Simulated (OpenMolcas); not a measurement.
Ti²⁺.

```
Program             : OpenMolcas
Basis               : ANO-RCC-VQZP [7s6p4d3f2g1h]
Scalar Hamiltonian  : DKH2, point nucleus
Active space        : 2 electrons in 5 orbitals (3d)
State averaging     : 2S+1 = 3 even, 10 roots; 2S+1 = 1 even, 15 roots
Spin-orbit coupling : RASSI with atomic mean-field integrals over the reference wave functions, term energies averaged over their components
```

Two sets of levels on these reference wave functions, in cm-1 above 3d2 3F2: one from CASSCF and one from SS-CASPT2, IPEA 0.25 Eh, imaginary shift 0.1 Eh (closed shells correlated: 3s 3p).

| Level | Set 1 | Set 2 |
| --- | --- | --- |
| 3d2 3F2 | 0.0 | 0.0 |
| 3d2 3F3 | 197 | 195 |
| 3d2 3F4 | 452 | 450 |
| 3d2 1D2 | 7580 | 11340 |
| 3d2 3P0 | 10970 | 13560 |
| 3d2 3P1 | 11040 | 13630 |
| 3d2 3P2 | 11170 | 13770 |
| 3d2 1G4 | 14260 | 17470 |
| 3d2 1S0 | 31540 | 42370 |

Q: Which set is which?

A: Set 1 is SS-CASPT2. Its levels of the other terms of 3d2 lie at 0.67 to 0.82 of the other set's values, as expected, since terms of lower spin or lower L gain more correlation energy than the Hund ground term. Against 8 measured levels (Corliss and Sugar, J. Phys. Chem. Ref. Data 8, 1 (1979)) the mean absolute deviation is 410 cm-1 with it and 3100 cm-1 without; single levels miss by up to 940 cm-1 with it.

CASPT2 breaks the degeneracy within a term, and the mean is taken; among the terms shown or strongly mixed into the levels shown the widest spread is 870 cm-1 (3d2 1G, SS-CASPT2). Without dynamic correlation excited terms often stand tens of per cent too high (terms of higher spin than the ground term too low), and those without a measured partner can miss by more than the paired ones (holds for CASSCF). Measured partners are found by configuration, term and J. A level has none where our copy of the source lacks it or the pairing is in doubt (some pairs that miss far off the trend of their configuration count as doubtful), and it then counts in no deviation. Only configurations of the active space appear.
